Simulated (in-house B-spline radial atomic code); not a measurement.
The numbers below are computed, except where a source is named.
# Making a Troullier-Martins p channel for Ge, r_c = 0.55 bohr

Ge, [Ar] 3d10 4s2 4p2, non-relativistic LDA (VWN5), spherical and spin-unpolarised, from an all-electron radial atomic-structure program (B-spline basis) (atomic units). The all-electron 3p level is ε = -4.194822 hartree, its outermost node lies just inside 0.24 bohr and its outer maximum at 0.55 bohr.

Inside r_c the pseudo-orbital is u(r) = r^2 exp(p(r)), with p = c0 + c2 r² + c4 r⁴ + … + c12 r¹². The seven coefficients follow from p and its first four derivatives at r_c, from zero curvature of the screened potential at the origin, c4 = −c2²/(2l + 5), and from the norm inside r_c. At r_c the all-electron orbital has P = 1.337603, P' = -0.05064012, the screened potential V = -13.69565, V' = 52.85663, V'' = -273.5836, and the norm inside is Q = 0.3757421.

**Question.** What are p, p' and p'' at r_c?

**Answer.** p = ln(P/r_c^2) = ln(1.337603/0.3025) = 1.48655. p' = P'/P − 2/r_c = -0.03786 − 3.63636 = -3.67422. The radial equation gives p'' = 2(V − ε) − 2(2) p'/r_c − p'² = -19.00166 − (-26.72162) − 13.49991 = -5.77995. Differentiating, p''' = 2V' + 2(2)p'/r_c² − 2(2)p''/r_c − 2p'p'' = 56.691, and p'''' = 2V'' − 4(2)p'/r_c³ + 4(2)p''/r_c² − 2(2)p'''/r_c − 2p''² − 2p'p''' = -585.88.

For a trial c2 the five matching conditions are linear in c0, c6, c8, c10 and c12, and c2 is varied until the norm inside r_c equals Q. The root nearest zero gives:

```
 n        c_n
 0   2.395926
 2  -2.679733
 4  -1.025852
 6   12.82646
 8  -113.4792
10   322.9561
12  -297.2438
```

**Question.** Check c4 and p(r_c), and find the screened pseudopotential at the origin.

**Answer.** −c2²/7 = -1.02585, as listed. The terms c_n r_c^n are 2.39593, -0.81062, -0.09387, 0.35504, -0.95021, 0.81803, -0.22775, which sum to 1.48655. Inverting the radial equation, V_l(r) = ε + 2 p'/r + (p'' + p'²)/2, so V_l(0) = ε + (2l + 3) c2 = -4.194822 + 5 × (-2.67973) = -17.5935 hartree, finite where the all-electron potential diverges.

Orbitals and screened potentials:

```
r (bohr)        P        u  V all-electron  V pseudo
   0.055  -0.4522  0.03294          -469.7    -17.59
   0.138  -0.6625   0.1986          -144.0    -17.49
    0.22  -0.1086    0.466          -72.39    -17.21
   0.303   0.5603   0.7843          -42.88    -17.11
   0.385    1.032    1.077          -27.93    -17.55
   0.468    1.275    1.277          -19.13    -17.18
    0.55    1.338    1.338           -13.7     -13.7
```

Logarithmic derivatives P'/P at R = 0.85 bohr, for energies E around ε:

| E − ε (hartree) | all-electron | pseudo |
| --- | --- | --- |
| -0.5 | -1.05231 | -1.05275 |
| -0.25 | -1.42823 | -1.42835 |
| -0.1 | -1.67533 | -1.67535 |
| 0 | -1.8503 | -1.8503 |
| 0.1 | -2.03428 | -2.03431 |
| 0.25 | -2.32894 | -2.32911 |
| 0.5 | -2.87794 | -2.87877 |

**Question.** With P(R) = 0.9429167 and a norm of 0.7972994 inside R, what slope in energy does norm conservation fix?

**Answer.** d(P'/P)/dE = −2 × (norm inside R)/P(R)² = -1.7935 per hartree·bohr at E = ε, for both atoms, since orbital and norm agree at R. Differences over ±0.1 hartree give -1.7947 (all-electron) and -1.7948 (pseudo), which also hold third-order terms. Half a hartree below ε the two curves differ by -0.0004.
